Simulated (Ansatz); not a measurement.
Basis sets compared for (AgCl)2 ring (Ag2Cl2). Total charge 0; singlet. Geometry PBE0-D4/def2-SVP. Ansatz on 4 threads of Intel Xeon Platinum 8375C on a shared host; times are rough, and most runs start from earlier orbitals.

```xyz
4

Ag   -0.975    1.056    0.040
Cl    1.354    1.214    0.958
Ag    0.976   -1.056   -0.041
Cl   -1.354   -1.214   -0.957
```

In the def2 sets Ag takes a core potential, while STO-3G treats all electrons; there is no spin–orbit coupling.

STO-3G and 6-31G are all-electron sets without relativity, so their totals don't compare with the def2 sets.

Binding counts from free atoms (Ag doublet, Cl doublet) in the same basis, without a counterpoise term.

```json
{"level": "HF/STO-3G", "functions": "72", "energy (Eh)": "-11202.4023", "HOMO (eV)": "-5.36", "LUMO (eV)": "4.33", "binding per atom (eV)": "–", "wall time": "0.85 s"}
{"level": "HF/def2-TZVP", "functions": "154", "energy (Eh)": "-1211.3974", "HOMO (eV)": "-10.36", "LUMO (eV)": "0.25", "binding per atom (eV)": "1.43", "wall time": "1.1 s"}
{"level": "PBE-D4/def2-SVP", "functions": "98", "energy (Eh)": "-1213.7928", "HOMO (eV)": "-6.05", "LUMO (eV)": "-3.39", "binding per atom (eV)": "2.09", "wall time": "0.85 s"}
{"level": "PBE-D4/def2-TZVP", "functions": "154", "energy (Eh)": "-1214.1821", "HOMO (eV)": "-6.17", "LUMO (eV)": "-3.49", "binding per atom (eV)": "2.03", "wall time": "2 s"}
{"level": "r2SCAN-D4/def2-TZVP (with forces)", "functions": "154", "energy (Eh)": "-1214.5719", "HOMO (eV)": "-6.35", "LUMO (eV)": "-3.21", "binding per atom (eV)": "2.07", "wall time": "3.5 s"}
{"level": "PBE0-D4/def2-SVP", "functions": "98", "energy (Eh)": "-1213.8405", "HOMO (eV)": "-7.32", "LUMO (eV)": "-2.49", "binding per atom (eV)": "2.06", "wall time": "1.9 s"}
{"level": "PBE0-D4/def2-TZVP", "functions": "154", "energy (Eh)": "-1214.2227", "HOMO (eV)": "-7.42", "LUMO (eV)": "-2.56", "binding per atom (eV)": "2.01", "wall time": "1.7 s"}
```

Question: Estimate the rows for PBE-D4/def2-TZVPD, r2SCAN-D4/def2-TZVPD, PBE0-D4/def2-TZVPD.

Answer: 
| level | functions | energy (Eh) | HOMO (eV) | LUMO (eV) | binding per atom (eV) | wall time |
| --- | --- | --- | --- | --- | --- | --- |
| PBE-D4/def2-TZVPD | 172 | -1214.1838 | -6.22 | -3.53 | 2.03 | 1.5 s |
| r2SCAN-D4/def2-TZVPD | 172 | -1214.5732 | -6.38 | -3.24 | 2.08 | 2.8 s |
| PBE0-D4/def2-TZVPD | 172 | -1214.2240 | -7.46 | -2.59 | 2.01 | 2.3 s |
